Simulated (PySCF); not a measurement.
Compound: C8H9N.
SMILES: `C=C/C=C(\C=C)CC#N`

The closed-shell SCF was solved with PySCF and density fitting under several settings on one GFN2-xTB geometry (grid level 2 and gas phase unless stated).

```tsv
settings	basis functions	SCF cycles	E (Eh)	HOMO (eV)	LUMO (eV)	dipole (D)
PBE0/pcSseg-1	198	14	-364.4552	-6.70	-1.80	3.99
PBE0/def2-SVPD	252	14	-364.2493	-6.71	-1.84	4.02
PBE0/def2-SVPD, fitting basis def2-qzvpp-jkfit	252	11	-364.2493	-6.71	-1.84	4.02
PBE0/6-31++G**, energy threshold 1e-11 Eh	216	13	-364.5169	-6.65	-1.80	4.04
wB97X-D/cc-pVDZ, grid level 4	171	14	-364.8264	-8.22	0.07	3.82
```

Estimate the rows for these settings: (1) LDA/pcSseg-1, damping 0.1 at the start, DIIS from the seventh cycle, energy threshold 1e-06 Eh; (2) PBE0/cc-pVDZ; (3) OLYP/3-21G, IEF-PCM chloroform.

```tsv
settings	basis functions	SCF cycles	E (Eh)	HOMO (eV)	LUMO (eV)	dipole (D)
LDA/pcSseg-1, damping 0.1 at the start, DIIS from the seventh cycle, energy threshold 1e-06 Eh	198	26	-361.5807	-6.02	-2.89	3.99
PBE0/cc-pVDZ	171	15	-364.5219	-6.54	-1.62	3.80
OLYP/3-21G, IEF-PCM chloroform	99	16	-362.7976	-5.22	-1.94	4.26
```

Over all rows, what range does the HOMO–LUMO gap span?

From 3.13 eV (LDA/pcSseg-1, damping 0.1 at the start, DIIS from the seventh cycle, energy threshold 1e-06 Eh) to 8.29 eV (wB97X-D/cc-pVDZ, grid level 4). The functional of the narrowest has no exact exchange, that of the widest range-separated exact exchange.

And the dipole moment?

From 3.80 D (PBE0/cc-pVDZ) to 4.26 D (OLYP/3-21G, IEF-PCM chloroform); the largest is 1.12 times the smallest, and the median is 4.00 D.

Compare two rows with the functional PBE0: PBE0/6-31++G**, energy threshold 1e-11 Eh and PBE0/pcSseg-1. Which energy is lower, and by how much?

PBE0/6-31++G**, energy threshold 1e-11 Eh (216 functions) lies 0.0617 Eh or 39 kcal/mol below PBE0/pcSseg-1 (198 functions).

wB97X-D ran without the empirical dispersion term, which would shift the total energy alone. Cycle counts include a coarse-grid stage where the run had one. All basis functions are spherical, in the Pople sets too. Geometry: GFN2-xTB, one conformer.

The values belong to the conformer `[CH2:1]=[CH:2]/[CH:3]=[C:4](\[CH:5]=[CH2:6])[CH2:7][C:8]#[N:9]`: C1–C2–C3–C4 179°, C3–C4–C5–C6 -173°, C3–C4–C7–C8 108°.
